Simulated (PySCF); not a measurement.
Si(H)(OMe) (CH4OSi), SMILES CO[SiH] (connectivity only; charge and spin as stated), neutral, multiplicity 1.

Geometry: r2SCAN-D4/def2-TZVP.

All values below come from r2SCAN-D4/def2-TZVP run with PySCF.

Frequencies are harmonic and unscaled.

| mode | ν (cm⁻¹) | IR (km/mol) | Raman (Å⁴/amu) | depolarisation | moving atoms (share of kinetic energy) |
|---|---|---|---|---|---|
| 1 | 144 | 1.7 | 0.3 | 0.75 | H 79 %, O 17 % |
| 2 | 309 | 5.7 | 1.5 | 0.27 | O 37 %, H 26 %, C 22 %, Si 15 % |
| 3 | 366 | 4.0 | 8.9 | 0.75 | H 77 %, O 13 % |
| 4 | 745 | 48.0 | 18.4 | 0.37 | Si 38 %, O 29 %, C 26 % |
| 5 | 888 | 93.4 | 17.4 | 0.71 | H 89 % |
| 6 | 1106 | 204.4 | 4.2 | 0.72 | O 55 %, C 33 % |
| 7 | 1173 | 3.0 | 1.9 | 0.75 | H 77 %, C 18 % |
| 8 | 1185 | 10.8 | 1.5 | 0.59 | H 70 %, C 18 %, O 11 % |
| 9 | 1462 | 6.4 | 2.1 | 0.75 | H 88 %, C 9 % |
| 10 | 1487 | 3.8 | 11.7 | 0.75 | H 96 % |
| 11 | 1493 | 10.4 | 19.2 | 0.58 | H 96 % |
| 12 | 1890 | 355.2 | 150.6 | 0.42 | H 97 % |
| 13 | 3010 | 52.4 | 148.1 | 0.01 | H 98 % |
| 14 | 3095 | 23.4 | 76.7 | 0.41 | H 91 %, C 9 % |
| 15 | 3107 | 23.9 | 88.2 | 0.75 | H 90 %, C 10 % |
